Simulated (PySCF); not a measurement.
C3H2F3, SMILES [CH]=CC(F)(F)F, multiplicity 2. Geometry: PBE0-D3(BJ)/def2-SVP. The isomer is the one that the SMILES or the coordinates give; other isomers of the formula were not compared.

The numbers are results of PBE0-D3(BJ)/def2-SVP (PySCF 2.14.0), not measurements.

Harmonic wavenumbers (cm⁻¹): 93, 251, 339, 439, 538, 561, 627, 721, 786, 876, 904, 1172, 1230, 1300, 1339, 1736, 3124, 3300. Rotational constants (GHz): 5.564, 3.041, 2.987; symmetry number 1.

Work out the zero-point energy and the ideal-gas rigid-rotor harmonic-oscillator thermochemistry at 298.15 K and 1 atm.

ZPE = ½ Σ hcν = ½ × 19336 cm⁻¹ = 115.65 kJ/mol. H − E(el) = 132.82 kJ/mol. Entropy in J/(mol K): translation 165.55, rotation 109.85, vibration 40.95, spin 5.76, total 322.12. G − E(el) = 36.78 kJ/mol. Cp = 88.35 J/(mol K). Modes under 150 cm⁻¹ make the vibrational entropy uncertain.
